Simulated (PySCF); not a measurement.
PySCF input for BH5OP2, SMILES OB(P)P, C-PCM-PBE0/def2-SVP. Coordinates come from a PBE-D3(BJ)/def2-SVP optimisation. The values are those of a single conformer.

```python
import numpy as np
from pyscf import gto, scf, dft
from pyscf.solvent import pcm

mol = gto.M(
    atom='''
    B     0.43308274    0.03192226   -0.02037004
    O     1.79678049    0.09708509   -0.03748119
    H     2.16159096    0.50159198   -0.84619158
    P    -0.37486821   -0.91867784    1.46004848
    H    -1.50810044   -0.04900441    1.61603718
    H     0.40370542   -0.32112715    2.51023881
    P    -0.69079645    0.83702962   -1.38711040
    H    -1.66087479   -0.22055282   -1.43623897
    H     0.04899094    0.37752353   -2.53621715
    ''',
    basis='def2-SVP',
    charge=0,
    spin=0,
    max_memory=1600,
    verbose=3,
)
mf = dft.RKS(mol, xc='pbe0').density_fit(auxbasis='def2-universal-jkfit')
mf.grids.level = 3
mf.conv_tol = 1e-9
mf.max_cycle = 100
mf.kernel()
res = {}
for name, eps in {'water': 78.355, 'dimethylsulfoxide': 46.826, 'toluene': 2.3741}.items():
    s = mf.PCM()
    s.with_solvent.method, s.with_solvent.eps, s.with_solvent.lebedev_order = 'C-PCM', eps, 29
    s.kernel(mf.make_rdm1())
    res[name] = (s.e_tot, eps, s.dip_moment(), s.mo_energy, s.converged)
    print(f'{name}: electrostatic solvation free energy {(s.e_tot - mf.e_tot) * 627.509474:.3f} kcal/mol')
```

It prints:

```
converged SCF energy = -785.164854867009

WARN: PCM is an experimental feature. It is still in testing.
Features and APIs may be changed in the future.

converged SCF energy = -785.174239063856
Dipole moment(X, Y, Z, Debye):  1.23114,  0.90625, -1.75589
water: electrostatic solvation free energy -5.889 kcal/mol

WARN: PCM is an experimental feature. It is still in testing.
Features and APIs may be changed in the future.

converged SCF energy = -785.17414477381
Dipole moment(X, Y, Z, Debye):  1.22782,  0.90364, -1.75048
dimethylsulfoxide: electrostatic solvation free energy -5.830 kcal/mol

WARN: PCM is an experimental feature. It is still in testing.
Features and APIs may be changed in the future.

converged SCF energy = -785.170030718665
Dipole moment(X, Y, Z, Debye):  1.09299,  0.79728, -1.53077
toluene: electrostatic solvation free energy -3.248 kcal/mol
```

Self-consistency was reached.
